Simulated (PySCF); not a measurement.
Species: C6H4Br, net charge 0, doublet state. It need not be the lowest isomer of its formula. 
Structure (B3LYP-D3(BJ)/def2-TZVP (Ansatz) minimum search):
SMILES: Brc1cc[c]cc1
```xyz
11

C     -2.8500     0.1930    -0.1556
C     -2.3120    -1.0639    -0.0693
C     -0.9189    -1.1543     0.0066
C     -0.1629     0.0110    -0.0089
C     -0.7492     1.2673    -0.0976
C     -2.1418     1.3655    -0.1738
Br     1.7405    -0.1179     0.0950
H     -2.9198    -1.9594    -0.0588
H     -0.4358    -2.1191     0.0764
H     -0.1362     2.1578    -0.1076
H     -2.6190     2.3345    -0.2435
```
Charge 0, spin multiplicity 2.

Dispersion corrections to the total energy (kcal/mol) from the dftd3 and dftd4 libraries through PySCF: D3(BJ) without and D4 with the three-body term, each with the damping fitted for the functional named.

| functional | D3(BJ) | D4 |
|---|---|---|
| B2GP-PLYP | -5.38 | [?] |
| PBE | -7.86 | -8.00 |
| B3LYP | -14.02 | [?] |
| B2PLYP | -6.61 | -5.61 |
| BLYP | -17.13 | -17.82 |
| BP86 | -13.03 | -10.83 |
| revPBE | -19.76 | [?] |

### Question
Fill in the missing entries.

### Answer

- B2GP-PLYP, D4: -3.40
- B3LYP, D4: -12.95
- revPBE, D4: -25.25
